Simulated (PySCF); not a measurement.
The multiplicity is imposed and other spin states were not computed.

Cartesian coordinates (Å):
```xyz
8

Cd     0.0094    -0.1165    -0.0234
C      0.4531    -0.7977     1.9074
H      1.2232    -0.1671     2.3780
H      0.8211    -1.8346     1.8753
H     -0.4487    -0.7730     2.5388
N     -0.3412     0.6945    -1.8353
H     -1.3288     0.7648    -2.0862
H      0.1096     0.2092    -2.6127
```
Charge 0, spin multiplicity 1.

Q: What is the computed charge on the central atom (Mulliken), HOMO, dipole moment, total energy, HOMO–LUMO gap and LUMO (TPSSh-D3(BJ)/def2-TZVP // r2SCAN-D4/def2-SVP run with PySCF 2.14.0)?

A: 
```json
{
  "charge on the central atom (Mulliken)": "0.68 e",
  "HOMO": "-5.71 eV",
  "dipole_moment": "1.19 D",
  "total_energy": "-263.6029 Ha",
  "HOMO–LUMO gap": "5.21 eV",
  "LUMO": "-0.50 eV"
}
```
